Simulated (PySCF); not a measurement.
Continuum solvent and chemical shifts

Structure with atom numbers: `[CH3:1][PH2+:2][c:3]1[cH:4][cH:5][o:6][cH:7]1`. Each H is labelled by its parent atom.

GIAO PBE0/pcSseg-1 in PySCF 2.14.0 with density-fitted response routines on one PBE0-D3(BJ)/def2-SVP conformer, non-relativistic, equivalent nuclei averaged. Solvents enter as an IEF-PCM continuum (benzene with ε = 2.3, acetone with ε = 20.5) around the gas-phase geometry. Shifts are referred to TMS computed in the same medium.

Gas phase, δ in ppm: C5 157.4, C7 156.0, C4 117.3, C3 91.5, C1 -2.3, H(C5) 8.26, H(C7) 8.02, H(C4) 7.08, H(P2) 6.83, H(C1) 2.42. Dipole moment 5.03 D.

Q: How does each δ change in the continuum?

A: 
```csv
atoms,environment,"Δδ, benzene","Δδ, acetone"
C5,aromatic CH next to the ring oxygen,-1.6,-3.6
C7,aromatic CH next to the ring oxygen,+0.8,+1.9
C4,aromatic CH,+1.3,+3.0
C3,substituted aromatic carbon,+4.0,+8.4
C1,methyl carbon bonded to P,+0.8,+1.6
H(C5),hydrogen on an aromatic CH next to the ring oxygen,-0.11,-0.24
H(C7),hydrogen on an aromatic CH next to the ring oxygen,+0.07,+0.16
H(C4),hydrogen on an aromatic CH,+0.06,+0.18
H(P2),hydrogen on a phosphorus bonded to 2 C,+0.08,+0.19
H(C1),hydrogen on a methyl carbon bonded to P,-0.03,-0.09
```

Changes are relative to the gas phase. The dipole moment becomes 5.70 D in benzene, 6.45 D in acetone.

Q: Which of the listed nuclei move most (in ppm), and what does the model miss? (N and O are left out, as their reference compounds move with the solvent too.)

A: C3 (substituted aromatic carbon, +8.4 ppm) in acetone. A continuum only polarises the solute; specific hydrogen bonds, the anisotropy of aromatic solvents and changes of geometry or conformer are outside it, as are counter-ions.
